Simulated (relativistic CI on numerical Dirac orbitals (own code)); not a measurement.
**d5 in a ligand field**

Computed with a parametric ligand-field model of a d^n configuration (Racah B and C, spin-orbit zeta, crystal field), exact diagonalisation.

Field parameters in Wybourne normalisation: Oh B⁴₀ = 21Dq, B⁴₄ = √(5/14) B⁴₀. The field is a parameter set, without covalency.

(1) Ground term and bands for B = 630, C = 2420, ζ = 0 cm⁻¹, Oh, 10Dq = 18500 cm⁻¹?

(2) Ground term and bands for B = 560, C = 2050, ζ = 0 cm⁻¹, Oh, 10Dq = 34400 cm⁻¹?

(3) Ground term and bands for B = 1030, C = 4020, ζ = 0 cm⁻¹, Oh, 10Dq = 6300 cm⁻¹?

(4) A d5 ion in Oh symmetry has the ground term 2T2 and bands at 4T1 25246 cm⁻¹ (396 nm), 4T2 27974 cm⁻¹ (357 nm), 2A2 31065 cm⁻¹ (322 nm), 2T1 31187 cm⁻¹ (321 nm), 2T2 32304 cm⁻¹ (310 nm), 2E 33144 cm⁻¹ (302 nm), 6A1 45044 cm⁻¹ (222 nm). Which parameters reproduce them?

(5) Ground term and bands for B = 910, C = 3340, ζ = 0 cm⁻¹, Oh, 10Dq = 19300 cm⁻¹?

Results:

(1) Ground term 2T2 with 0.06 electrons in the two orbitals of the cubic e set. Spin-allowed: 2A2 15594 cm⁻¹ (641 nm), 2T1 15826 cm⁻¹ (632 nm), 2T2 17327 cm⁻¹ (577 nm), 2E 18703 cm⁻¹ (535 nm). Lowest spin-forbidden: 6A1 5118 cm⁻¹ (1954 nm), 4T1 7048 cm⁻¹ (1419 nm), 4T2 11612 cm⁻¹ (861 nm).

(2) Ground term 2T2 with 0.02 electrons in the two orbitals of the cubic e set. Spin-allowed: 2A2 31428 cm⁻¹ (318 nm), 2T1 31636 cm⁻¹ (316 nm), 2T2 33278 cm⁻¹ (300 nm), 2E 34406 cm⁻¹ (291 nm). Lowest spin-forbidden: 4T1 24132 cm⁻¹ (414 nm), 4T2 28464 cm⁻¹ (351 nm), 6A1 40821 cm⁻¹ (245 nm).

(3) Ground term 6A1 with 2.00 electrons in the two orbitals of the cubic e set. Spin-allowed: none. Lowest spin-forbidden: 4T1 26490 cm⁻¹ (378 nm), 4T2 29482 cm⁻¹ (339 nm), 4A1+E 30400 cm⁻¹ (329 nm). A high-spin d5 ion has no spin-allowed d-d band, hence its pale colour.

(4) B = 350, C = 1700, ζ = 0 cm⁻¹, Oh, 10Dq = 33400 cm⁻¹.

(5) Ground term 6A1 with 2.00 electrons in the two orbitals of the cubic e set. Spin-allowed: none. Lowest spin-forbidden: 2T2 5466 cm⁻¹ (1829 nm), 4T1 9155 cm⁻¹ (1092 nm), 4T2 15387 cm⁻¹ (650 nm). A high-spin d5 ion has no spin-allowed d-d band, hence its pale colour.
